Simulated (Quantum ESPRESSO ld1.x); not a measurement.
Results of a calculation; reference values are marked as such.
Pb47+, 35 electrons, occupied as [Ar] 3d10 4s2 4p5. Level of theory: Dirac Kohn-Sham, PBE, spin-unpolarised, spherical densities, point nucleus; open shells fill j = l - 1/2 first (ld1.x of Quantum ESPRESSO 7.5).

Spin-orbit splittings of the eigenvalues, e(l+1/2) - e(l-1/2), with zeta = 2 splitting/(2l+1) and mean radii in bohr:

| shell | occ. | splitting (eV) | zeta (eV) | <r> j=l-1/2 | <r> j=l+1/2 |
|---|---|---|---|---|---|
| 2p | 6 | 2194 | 1462 | 0.05482 | 0.06371 |
| 3p | 6 | 506.3 | 337.6 | 0.1619 | 0.1772 |
| 3d | 10 | 109.0 | 43.59 | 0.1535 | 0.1581 |
| 4p | 5 | 166.3 | 110.9 | 0.3402 | 0.3624 |
